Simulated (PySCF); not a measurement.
# H2: from constants to spectrum

RHF-CCSD(T) constants of H2, singlet, closed shell (basis H x2c-TZVPPall; spin-free X2C with a Gaussian nucleus; PySCF 2.14; masses 1.0078 and 1.0078 u):

| Property | Result |
| --- | --- |
| ωe | 4409.3 cm⁻¹ |
| ωexe | 124.0 cm⁻¹ |
| Be | 60.662 cm⁻¹ |
| αe | 3.07 cm⁻¹ |
| De to H + H | 4.70 eV |

(1) What force constant and bond length do these constants imply?

(2) Estimate the centrifugal constant D from the Kratzer relation and find the Dunham coefficient a1.

Correlated steps freeze no core orbitals. Where the molecule has an RHF reference, its open-shell atoms are computed with UHF.

## Answers

(1) Reduced mass μred = 0.50391 u; k = 5.8918×10⁻⁷·μred·ωe² (u, cm⁻¹, mdyn/Å) = 5.77 mdyn/Å; Re = √(16.8576/(μred·Be)) (u, cm⁻¹, Å) = 0.743 Å.

(2) D = 4Be³/ωe² = 0.0459 cm⁻¹; a1 = −1 − αeωe/(6Be²) = -1.61.
